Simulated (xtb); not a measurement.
B₃H₅N₃, SMILES B1[N]BNBN1 (connectivity only; charge and spin as stated), charge -1, multiplicity 1. All values are semi-empirical tight-binding results from xtb (GFN2-xTB unless named), good for trends rather than for accurate numbers. The structure is a stationary point at GFN2-xTB. The spin state was assumed, not searched. The isomer is the one that the SMILES or the coordinates give; other isomers of the formula were not compared.

The point group as xtb finds it comes out as C2v. The orbital gap comes out as 3.71 eV, the zero-point energy is 45.8 kcal/mol and the G − E(el) at 298.15 K (modified RRHO) is 28.5 kcal/mol. The static polarisability (D4 model) is 68.6 bohr³. The solvation energy, GFN2-xTB/ALPB(water) is -57.4 kcal/mol and the solvation energy, GFN2-xTB/ALPB(acetone) is -56.8 kcal/mol.

Task: Give the IR lines (harmonic; lines under 4 % of the strongest left out, lines within 3 cm⁻¹ merged). (An estimate is asked for; the answer gives what the named calculation found.)

Result: ν (cm⁻¹): 750 (m), 793 (m), 982 (w), 1063 (w), 1303 (s), 1318 (m), 1478 (s), 2175 (vs), 2201 (s), 2262 (m), 3353 (m) (against the strongest line: vs over 80 %, s over 45 %, m over 15 %, w over 4 %, vw less)
